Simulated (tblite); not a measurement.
C3H10B2N2.
Bonds: N1–B2, B2–N3, N3–B4, B4–C5, C5–C6, C6–C7, C5–C7. Hydrogens: H8, H9 on N1; H10 on B2; H11 on N3; H12 on B4; H13 on C5; H14, H15 on C6; H16, H17 on C7.

Computed with GFN2-xTB (tblite), gas phase: L-BFGS steps from a force-field or distance-geometry start until the largest atomic force falls under 0.01 eV/Å.

The end geometry, which sets the zero of energy:
```
atom  x, y, z in Å
N1      3.1384    0.4182   -0.5769
B2      2.3370   -0.1108    0.4245
N3      0.9023   -0.1130    0.3129
B4      0.0525    0.3736   -0.6871
C5     -1.5019    0.2336   -0.5523
C6     -2.1256   -0.9851    0.0957
C7     -2.1906    0.3258    0.7932
H8      2.7575    0.8192   -1.4160
H9      4.1411    0.4419   -0.5392
H10     2.8423   -0.5666    1.3823
H11     0.4418   -0.5400    1.1046
H12     0.5044    0.8913   -1.6403
H13    -2.0917    0.6392   -1.3686
H14    -3.0298   -1.3843   -0.3403
H15    -1.4661   -1.7473    0.4853
H16    -1.5772    0.4799    1.6694
H17    -3.1412    0.8366    0.8430
```

Question: These geometries come from the run, each turned onto the end geometry. Order them by energy, lowest first.
A.
```
atom  x, y, z in Å
N1      3.0680    0.7035   -0.0720
B2      2.4462   -0.5341   -0.0494
N3      1.0007   -0.5706   -0.0449
B4      0.0862    0.2805   -0.6714
C5     -1.4671    0.0050   -0.5531
C6     -2.0481   -0.7880    0.5887
C7     -2.3500    0.6706    0.4784
H8      2.4916    1.5200   -0.0911
H9      4.0376    0.8659   -0.2800
H10     3.0838   -1.5221   -0.0044
H11     0.6054   -1.3976    0.3714
H12     0.4817    1.1884   -1.3117
H13    -1.9868   -0.1189   -1.5041
H14    -2.8402   -1.4983    0.3945
H15    -1.3639   -1.0858    1.3733
H16    -1.9092    1.3347    1.2071
H17    -3.3426    0.9590    0.1590
```
B.
```
atom  x, y, z in Å
N1      3.1377    0.4101   -0.5894
B2      2.3445   -0.1011    0.4281
N3      0.9110   -0.1454    0.3100
B4      0.0584    0.3656   -0.6748
C5     -1.4952    0.2197   -0.5528
C6     -2.1430   -0.9844    0.0962
C7     -2.1884    0.3295    0.7896
H8      2.7482    0.7762   -1.4399
H9      4.1373    0.4884   -0.5413
H10     2.8556   -0.5112    1.4020
H11     0.4584   -0.6050    1.0882
H12     0.5091    0.9327   -1.5998
H13    -2.0761    0.6286   -1.3746
H14    -3.0533   -1.3636   -0.3439
H15    -1.5042   -1.7615    0.4897
H16    -1.5794    0.4721    1.6712
H17    -3.1274    0.8614    0.8317
```
C.
```
atom  x, y, z in Å
N1      3.1747    0.5763   -0.4723
B2      2.4067   -0.3652    0.2021
N3      0.9703   -0.3719    0.1221
B4      0.0584    0.4165   -0.5859
C5     -1.4808    0.0872   -0.5418
C6     -2.0934   -0.9189    0.3979
C7     -2.3557    0.5366    0.6089
H8      2.7745    1.3058   -1.0346
H9      4.1799    0.5964   -0.4547
H10     2.9327   -1.1847    0.8556
H11     0.5576   -1.1275    0.6543
H12     0.4452    1.3184   -1.2361
H13    -1.9850    0.1593   -1.5032
H14    -2.9011   -1.5402    0.0354
H15    -1.4612   -1.4275    1.1134
H16    -1.8865    1.0359    1.4464
H17    -3.3430    0.9157    0.3826
```
D.
```
atom  x, y, z in Å
N1      3.1284    0.4228   -0.6384
B2      2.4050   -0.1820    0.3813
N3      0.9659   -0.1403    0.3762
B4      0.0875    0.4269   -0.5494
C5     -1.4635    0.2072   -0.5090
C6     -2.1237   -0.9826    0.1562
C7     -2.3199    0.3779    0.7270
H8      2.6823    0.9360   -1.3848
H9      4.1307    0.4174   -0.6940
H10     2.9724   -0.7504    1.2448
H11     0.5424   -0.6660    1.1275
H12     0.5231    1.0765   -1.4262
H13    -1.9826    0.5292   -1.4058
H14    -2.9410   -1.4638   -0.3652
H15    -1.5007   -1.6824    0.6945
H16    -1.8356    0.6229    1.6620
H17    -3.2775    0.8628    0.5934
```
E.
```
atom  x, y, z in Å
N1      2.9794    0.7566   -0.1513
B2      2.3913   -0.5177    0.0292
N3      0.9691   -0.6780   -0.0994
B4      0.0925    0.2141   -0.7558
C5     -1.4496    0.0757   -0.4991
C6     -2.0160   -0.7591    0.6150
C7     -2.3960    0.6854    0.5060
H8      2.6839    1.6493    0.2403
H9      3.8603    0.8226   -0.6274
H10     3.0661   -1.4693    0.1619
H11     0.5905   -1.5593    0.2410
H12     0.5928    1.0338   -1.4245
H13    -1.9082   -0.0240   -1.4638
H14    -2.7446   -1.5222    0.4067
H15    -1.3051   -1.0205    1.3934
H16    -2.0059    1.3861    1.2322
H17    -3.4075    0.9388    0.1858
```

Answer: B (0.003 eV), D (0.035 eV), C (0.062 eV), A (0.154 eV), E (0.658 eV).

In the order of the answer:

```tsv
step	E above end (eV)	largest force (eV/Å)	rms force component (eV/Å)	rms distance from end (Å)	rms bond change (Å)	bond most changed (Å)
130	0.003	0.03	0.012	0.037	0.001	B4–C5 -0.001
103	0.035	0.22	0.052	0.181	0.002	N1–H8 +0.005
83	0.062	0.11	0.037	0.494	0.004	B4–C5 +0.008
17	0.154	0.36	0.090	0.863	0.006	B4–C5 +0.015
6	0.658	1.08	0.282	0.905	0.010	N1–B2 +0.028
```

What follows is the cost of the whole relaxation. The run took 1.2 s on Arm Neoverse N1, one thread, no GPU (shared host).
